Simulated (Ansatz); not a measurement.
```yaml
crystal:
  periodic: [false, false, false]
  atoms:
    - {symbol: Ge, position_ang: [0.044804, -1.016275, 1.195037]}
    - {symbol: Ge, position_ang: [0.298975, 1.891040, -0.037837]}
    - {symbol: S, position_ang: [-0.158532, -3.862245, -0.662586]}
    - {symbol: S, position_ang: [1.706187, 0.212151, -0.119981]}
    - {symbol: S, position_ang: [-1.377241, 0.981291, 1.046655]}
    - {symbol: S, position_ang: [-1.038567, -2.045713, -0.707297]}
    - {symbol: S, position_ang: [0.524373, 3.839750, -0.713981]}
basis:
  gaussian: {orbitals: def2-TZVPD, initial_orbitals: start.molden}
total_charge: -1
magnetization: {spin_polarized: true, initial_magnetization: 1}
hamiltonian: {xc: pbe0, dispersion: d4}
scf: {omitted_lower_state_checks: [starts]}
output: {orbitals: {seedname: orbitals}}
```

The file start.molden holds the orbitals of an earlier run on this structure, at another level or in another basis.

```sh
$ ansatz run in.yaml --threads 4 --pin off --events-out ev --progress --plain --max-ram 4787MiB
```

(1) Does this run fit into the memory that it is given?

Results:

(1) No. It has 338 basis functions, and Ansatz plans for 4.91 GiB where 4.67 GiB are given.
